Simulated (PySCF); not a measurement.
AsBF₂H₂. Atoms are numbered in the order given.

```xyz
6

B      1.0272    -0.0235     0.0000
As    -1.0217     0.0624     0.0000
H     -1.1575    -0.9666     1.1178
H     -1.1575    -0.9666    -1.1178
F      1.7164    -0.0004    -1.1264
F      1.7164    -0.0004     1.1264
```

Geometry optimised at B3LYP-D3(BJ)/def2-SVP.

Level of theory: ωB97X/def2-TZVPD run with PySCF.

ESP charges are fitted to the potential on shells at 1.4 to 2.0 van der Waals radii. Atomic charges (e):

```json
[
 {"atom": "B1", "ESP fit": "0.49", "IAO": "?"},
 {"atom": "As2", "ESP fit": "-0.13", "IAO": "?"},
 {"atom": "H3", "ESP fit": "0.04", "IAO": "?"},
 {"atom": "H4", "ESP fit": "0.04", "IAO": "?"},
 {"atom": "F5", "ESP fit": "-0.22", "IAO": "?"},
 {"atom": "F6", "ESP fit": "-0.22", "IAO": "?"}
]
```

Question: Fill in the missing entries. (The exact figures need the calculation; the answer reports its results.)

Answer: 
- B1, IAO: 0.58
- As2, IAO: 0.10
- H3, IAO: -0.02
- H4, IAO: -0.02
- F5, IAO: -0.32
- F6, IAO: -0.32
